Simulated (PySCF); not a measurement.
PBE0 on P⁻ (phosphorus, charge -1), [Ne] 3s2 3p4, high-spin 3P determinant. Computed with PySCF 2.14 in aug-cc-pVTZ-DK, with the spin-free X2C one-electron Hamiltonian (Gaussian nucleus).

```
cycle= 1 E= -341.990562678695  delta_E= -0.00561  |g|= 0.0196  |ddm|= 0.16
cycle= 2 E= -341.990966856392  delta_E= -0.000404  |g|= 0.0123  |ddm|= 0.0868
cycle= 3 E= -341.99114930306  delta_E= -0.000182  |g|= 0.00643  |ddm|= 0.0444
cycle= 4 E= -341.991202747116  delta_E= -5.34e-05  |g|= 0.00184  |ddm|= 0.0177
cycle= 5 E= -341.991218676132  delta_E= -1.59e-05  |g|= 0.000244  |ddm|= 0.0173
cycle= 6 E= -341.991219059968  delta_E= -3.84e-07  |g|= 2.48e-05  |ddm|= 0.00302
cycle= 7 E= -341.991219061979  delta_E= -2.01e-09  |g|= 3.34e-06  |ddm|= 0.000237
cycle= 8 E= -341.991219062003  delta_E= -2.39e-11  |g|= 2.87e-07  |ddm|= 2.09e-05
converged SCF energy = -341.991219062003  <S^2> = 2.0092303  2S+1 = 3.0061472
```

Highest occupied orbital energy: 1.039 eV; ⟨L²⟩ = 2.04; populations by l: s 6.00, p 10.00, d 0.00, f 0.00.

Can this result be used?

With care. The calculation finished and met its thresholds. At PBE0 the highest occupied level has a positive energy, so only the finite basis holds that electron; in a semilocal or global hybrid functional this comes from self-interaction and does not mean that the real anion is unbound.
